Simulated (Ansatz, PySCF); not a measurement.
Gas-phase reaction (SMILES): C[O][Al]([CH3])[O]C + O (H2O) → C[O][Al]([OH])[O]C + C (CH4); water cleaves one Al-C bond, a model of a ligand-exchange step.

Geometries: B3LYP-D3(BJ)/def2-TZVP minima from Ansatz (an electronic-structure program), one conformer each, not searched for the lowest. Correlated levels leave the core frozen unless marked. No spin-orbit coupling. No relativistic terms. CBS marks a two-point X^-3 extrapolation of the correlation energy; Hartree-Fock from the larger set. Thermal terms are rigid-rotor harmonic-oscillator values from B3LYP-D3(BJ) frequencies (Ansatz or PySCF) at 298.15 K and 1 atm. 1 Eh = 627.5095 kcal/mol.

```json
[
 {"species": "C[O][Al]([CH3])[O]C", "E, CCSD(T)/CBS(cc-pV(T+d)Z,cc-pV(Q+d)Z) (Ansatz) (Eh)": "-512.01641", "E, wB97X-V/def2-TZVPD (Ansatz) (Eh)": "-512.70300", "H - E (Eh)": "0.13086"},
 {"species": "O (H2O)", "E, CCSD(T)/CBS(cc-pV(T+d)Z,cc-pV(Q+d)Z) (Ansatz) (Eh)": "-76.37426", "E, wB97X-V/def2-TZVPD (Ansatz) (Eh)": "-76.43464", "H - E (Eh)": "0.02495"},
 {"species": "C[O][Al]([OH])[O]C", "E, CCSD(T)/CBS(cc-pV(T+d)Z,cc-pV(Q+d)Z) (Ansatz) (Eh)": "-547.98510", "E, wB97X-V/def2-TZVPD (Ansatz) (Eh)": "-548.67336", "H - E (Eh)": "0.10837"},
 {"species": "C (CH4)", "E, CCSD(T)/CBS(cc-pV(T+d)Z,cc-pV(Q+d)Z) (Ansatz) (Eh)": "-40.45816", "E, wB97X-V/def2-TZVPD (Ansatz) (Eh)": "-40.51531", "H - E (Eh)": "0.04840"}
]
```

**Question.** Work out ΔE and ΔH at 298.15 K at the first level, then ΔH at the second.

**Answer.** 
1. ΔE = [(-547.98510) + (-40.45816)] - [(-512.01641) + (-76.37426)] = -0.05259 Eh = -33.0 kcal/mol at CCSD(T)/CBS(cc-pV(T+d)Z,cc-pV(Q+d)Z).
2. The terms H - E add up to 0.00096 Eh, so ΔH = (-0.05259 + (0.00096))×627.5095 = -32.4 kcal/mol.
3. At wB97X-V/def2-TZVPD the same steps give ΔE = -32.0 and ΔH = -31.4 kcal/mol, a shift of +1.0 from the first level.
4. These values are not checked against measurement here, since the tables used lack a sound gas-phase enthalpy of formation for at least one species.
